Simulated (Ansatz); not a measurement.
Geometry optimisation, Ansatz, RKS PBE-D4/6-31G*.

Input file:

```yaml
crystal:
  periodic: [false, false, false]
  atoms:
    - { symbol: Si, position_ang: [-0.0913, 0.1735, -0.3811] }
    - { symbol: Cl, position_ang: [1.206, -1.5115, -1.6769] }
    - { symbol: O, position_ang: [-0.3591, 0.7243, -1.8376] }
    - { symbol: H, position_ang: [0.3297, -0.1784, -2.4101] }
    - { symbol: C, position_ang: [1.1674, 1.0312, 0.7464] }
    - { symbol: C, position_ang: [-1.4254, -0.82, 0.5242] }
    - { symbol: H, position_ang: [2.1726, 0.9284, 0.3473] }
    - { symbol: H, position_ang: [0.9518, 2.0945, 0.8104] }
    - { symbol: H, position_ang: [1.1666, 0.6295, 1.7555] }
    - { symbol: H, position_ang: [-0.9982, -1.582, 1.1692] }
    - { symbol: H, position_ang: [-2.0768, -1.316, -0.1895] }
    - { symbol: H, position_ang: [-2.0431, -0.1735, 1.1423] }
basis:
  gaussian: { orbitals: "6-31G*" }
hamiltonian:
  xc: pbe
  dispersion: d4
relax:
  f_tol: 0.15
  max_steps: 25
  restrain:
    - { distance: [3, 1], at: 1.33, k: 30.0 }
    - { distance: [0, 1], at: 3.43, k: 30.0 }
    - { distance: [3, 2], at: 2.27, k: 30.0 }
```

Launched with:

```bash
$ ansatz run input.yaml --threads 2 --pin off --max-ram 3072MiB --backend cpu --events-out ev --progress --plain --runs-dir out
```

**Question.** Where does it end, and by what steps?

**Answer.** It converged. The restraints hold the end off the free minimum. After 7 steps the energy has risen by 0.551 eV (the restraints' own energy left out); H4 moved furthest, 0.67 Å. Parted: Si1–Cl2. Joined: Cl2–H4.

| step | energy less start (eV) | largest force component (eV/Å) | accepted |
| --- | --- | --- | --- |
| 0 | 0.0000 | 2.986 | yes |
| 1 | 0.7216 | 1.377 | yes |
| 2 | 0.7787 | 2.588 | yes |
| 3 | 0.7356 | 2.079 | yes |
| 4 | 0.6107 | 0.657 | yes |
| 5 | 0.5812 | 0.808 | yes |
| 6 | 0.5628 | 0.482 | yes |
| 7 | 0.5511 | 0.229 | yes |

```xyz
12
Properties=species:S:1:pos:R:3
Si -0.318 0.470 -0.264
Cl 1.433 -1.726 -2.232
O -0.536 0.974 -1.723
H 0.704 -0.694 -2.616
C 1.084 1.085 0.827
C -1.453 -0.757 0.591
H 2.047 0.790 0.373
H 1.068 2.187 0.876
H 1.033 0.673 1.848
H -0.867 -1.502 1.159
H -2.087 -1.273 -0.145
H -2.109 -0.228 1.306
```

Whether the end is a true minimum wasn't checked by a vibrational analysis.

The run took 20 s on 2 threads of Arm Neoverse V1 (shared host), peak memory 0.15 GiB.
